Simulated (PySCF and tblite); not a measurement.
Values are calculated unless marked as measured or tabulated.
C8H6F4O, numbered as in [CH3:1][O:2][c:3]1[cH:4][cH:5][c:6]([F:7])[c:8]([C:9]([F:10])([F:11])[F:12])[cH:13]1.

Free energies: PBE0-D3(BJ)/pcSseg-1 on GFN2-xTB structures plus GFN2-xTB thermal terms, symmetry and mirror images included. Conformers within 2.5 kcal/mol (GFN2-xTB free energy) were kept, 2 at most. (PySCF 2.14, tblite 0.8.)

Torsions listed: C1–O2–C3–C4.

```csv
conformer,shape,symmetry
1,180°,Cs
2,0°,Cs
```

(1) Which of these conformers is the most populated at 298.15 K, and with what share?

(2) Give the DFT energies and free energies relative to the lowest, and all weights.

(3) How does its share change from 250 K to 350 K?

Results:

(1) Conformer 1, about 63 %. The lead over the next is within the error of the method.

(2) 
```json
{"conformer": "1", "shape": "180°", "E(DFT) kcal/mol": "0.00", "G(298.15 K) kcal/mol": "0.00", "weight %": "63.5"}
{"conformer": "2", "shape": "0°", "E(DFT) kcal/mol": "0.33", "G(298.15 K) kcal/mol": "0.33", "weight %": "36.5"}
```

(3) From 66 % to 62 %; the mixing entropy goes from 1.28 to 1.32 cal/(mol K).


Conformer gaps in pcSseg-1 on xTB geometries can be 2 kcal/mol off for S=O, P=O and other polar bonds.